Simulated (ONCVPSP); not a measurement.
**tungsten (W): one change to an ONCV potential, before and after**

| Quantity | Value |
| --- | --- |
| Element | tungsten |
| Generator | ONCVPSP 4.0.1 |
| Type | optimised norm-conserving Vanderbilt (ONCV) |
| Functional | LDA (Perdew-Zunger) |
| Relativity | scalar-relativistic |
| Frozen core | [Kr] 4d10 4f14 |
| Valence charge | 14 |
| Reference configuration | 5s2 5p6 5d4 6s2 |
| Partial waves | 5s+6s: rc 1.40 bohr, ncon 5, nbas 8, qcut 6.9 1/bohr, 2 projectors; 5p: rc 2.05 bohr, ncon 4, nbas 7, qcut 7.1 1/bohr, 2 projectors, debl 3.4 Ha; 5d: rc 1.80 bohr, ncon 4, nbas 8, qcut 5 1/bohr, 3 projectors, debl 3.1 Ha |
| Local potential | polynomial inside 1.30 bohr (lpopt 5, dvloc0 6 Ha) |
| Core correction | Teter function, fcfact 4, rcfact 1.25 |

All-electron outer shells of the reference configuration (LDA (Perdew-Zunger), scalar-relativistic, ld1.x):

| shell | level (eV) | outermost node (bohr) | outermost maximum (bohr) |
| --- | --- | --- | --- |
| 5s | -79.30 | 0.53 | 0.96 |
| 5p | -43.38 | 0.57 | 1.09 |
| 4f | -33.46 | – | 0.43 |
| 6s | -5.91 | 1.28 | 2.64 |
| 5d | -4.68 | 0.63 | 1.50 |

Change: functional PBE; d: rc 1.4, qcut 6.4.

Cutoffs: the cutoffs (Ha) at which the residual kinetic energy of the hardest occupied pseudo-wave falls to 1 and 0.1 mHa per electron; they do not see the model core or the augmentation charge, which bear on the density cutoff. Errors are all-electron minus pseudo energies relative to the spin-unpolarised reference configuration.

**Question.** What does the change do?

**Answer.** The potential gets neither clearly harder nor softer (58 Ha and 82 Ha → 58 Ha and 82 Ha); a bound ghost appears in d, which as a rule spoils a file; of the 4 tests that both files solve, the error grows in 0 and shrinks in 4 by more than 15 % and 0.3 meV (median size 5.8 → 2.8 meV).

```csv
quantity,base,changed
"cutoff, loose",58 Ha,58 Ha
"cutoff, tight",82 Ha,82 Ha
loose cutoff by channel,"s 58 Ha, p 12 Ha, d 14 Ha","s 58 Ha, p 12 Ha, d 14 Ha"
bound ghosts,none,d
GHOST(+) flags under 300 eV,none,none
"error for 5s2 5p6 5d4 6s1, meV [ΔE 9.13 → 8.88 eV]",-2.4,-1.7
"error for 5s2 5p6 5d4 6s0, meV [ΔE 25.16 → 24.56 eV]",-4.3,+2.1
"error for 5s2 5p6 5d3 6s0, meV [ΔE 50.86 → 49.95 eV]",-14,+3.5
"error for 5s2 5p6 5d4 6s0 6p1, meV [ΔE 14.69 → 14.34 eV]",-7.2,-5.5
s: phases at 1.42 bohr within 0.05 rad from the reference energy up to (Ha; the scan ends near 5),to the end of the scan,to the end of the scan
p: phases at 2.09 bohr within 0.05 rad from the reference energy up to (Ha; the scan ends near 5),to the end of the scan,to the end of the scan
"rms error of d²Exc/dni dnj with the model core, mHa",3.04,1.99
```

 A true bound ghost makes a file unfit for plane-wave use even where its test errors are small: the radial tests pick states by their node count and pass the ghost by.
